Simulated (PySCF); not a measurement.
A PySCF script (with the pyscf-properties extension) for the NMR shieldings of SMILES C[C@@H](F)[C@H](CF)[SiH2]O[SiH3], C4H12F2OSi2, on a GFN2-xTB geometry:

```python
import basis_set_exchange as bse
import numpy as np
from pyscf import gto, dft
from pyscf.prop import nmr

atoms = """
C    -2.512153   -0.986668   -0.518335
C    -1.993880   -0.102622    0.602659
F    -2.046684   -0.833230    1.783321
C    -0.558513    0.395129    0.434196
C    -0.427754    1.346596   -0.739303
F    -1.286697    2.420307   -0.612436
Si    0.729502   -1.013572    0.314950
O     2.174259   -0.295329    0.355440
Si    3.639068    0.357921    0.609199
H    -2.553501   -0.427350   -1.447424
H    -3.515908   -1.327357   -0.273870
H    -1.870616   -1.854861   -0.641237
H    -2.673811    0.747068    0.757042
H    -0.333712    0.970969    1.340363
H     0.582592    1.762930   -0.787521
H    -0.674545    0.870115   -1.692547
H     0.615438   -1.917232    1.450963
H     0.674267   -1.678197   -0.989020
H     3.689356    1.534483   -0.257795
H     4.614092   -0.659404    0.226961
H     3.720282    0.707247    2.024965
"""
names = dict.fromkeys(["C", "F", "Si", "O", "H"], "pcSseg-1")
basis = {el: gto.basis.parse(bse.get_basis(n, elements=[el], fmt="nwchem")) for el, n in names.items()}
mol = gto.M(atom=atoms, basis=basis, charge=0, verbose=0)
mf = dft.RKS(mol, xc="PBE0")
mf.grids.level = 2
mf.grids.alignment = dft.numint.BLKSIZE   # the property module wants whole blocks of grid points
mf.conv_tol = 1e-9
mf.kernel()

calc = nmr.RKS(mf)   # GIAO
C = mf.mo_coeff
Co = C[:, mf.mo_occ > 0]
resp = mf.gen_response(singlet=True, hermi=2)
def vind(x):   # induced exchange potential for any number of trial vectors
    d = np.einsum("pi,xij,qj->xpq", C, 2 * x.reshape(-1, C.shape[1], Co.shape[1]), Co, optimize=True)
    return np.einsum("xpq,pi,qj->xij", resp(d - d.transpose(0, 2, 1)), C, Co, optimize=True).ravel()
mo1, _ = nmr.rhf.solve_mo1(calc, with_cphf=vind)
sigma = calc.kernel(mo1)
for i, s in enumerate(sigma):   # ppm
    print("%2d %-2s %9.2f" % (i, mol.atom_pure_symbol(i), np.trace(s) / 3))
```

Q: Give the expected output.

A: 
```
 0 C     166.38
 1 C      94.62
 2 F     372.62
 3 C     144.37
 4 C     101.78
 5 F     421.74
 6 Si    378.93
 7 O     337.37
 8 Si    391.03
 9 H      30.30
10 H      30.03
11 H      30.87
12 H      26.36
13 H      29.23
14 H      26.61
15 H      26.93
16 H      26.43
17 H      26.58
18 H      26.56
19 H      26.56
20 H      26.54
```

These numbers come from an equivalent density-fitted implementation of the same equations, which agrees with the script to about 0.01 ppm for H and up to a few tenths of a ppm for heavy atoms, so last digits may differ.

Q: Turn these shieldings into chemical shifts. Shifts are taken against calculated references (same method and geometry level): $^{13}$C (186.93 ppm), $^{29}$Si (349.16 ppm), $^{1}$H (31.72 ppm) against TMS; CFCl3 for $^{19}$F (170.95 ppm); $^{17}$O (336.08 ppm) against H2O.

A: Averaging equivalent atoms: C 1: 92.3; C 4: 85.1; C 3: 42.6; C 0: 20.5; F 2: -201.7; F 5: -250.8; Si 6: -29.8; Si 8: -41.9; O 7: -1.3; H 12: 5.36; H 16: 5.29; H 18/19/20: 5.17; H 17: 5.14; H 14: 5.10; H 15: 4.79; H 13: 2.48; H 9/10/11: 1.32 ppm. Unscaled 19F shifts against computed CFCl3 carry errors that often reach 10 to 50 ppm. Experimental scales use liquid or dissolved standards, which lie at an offset from isolated H2O (liquid H2O: subtract about 36 ppm).

Size and cost of the density-fitted run: 227 basis functions, 53 s wall time on 1 thread of an Arm Neoverse V2, shared host; peak memory 1 GiB.
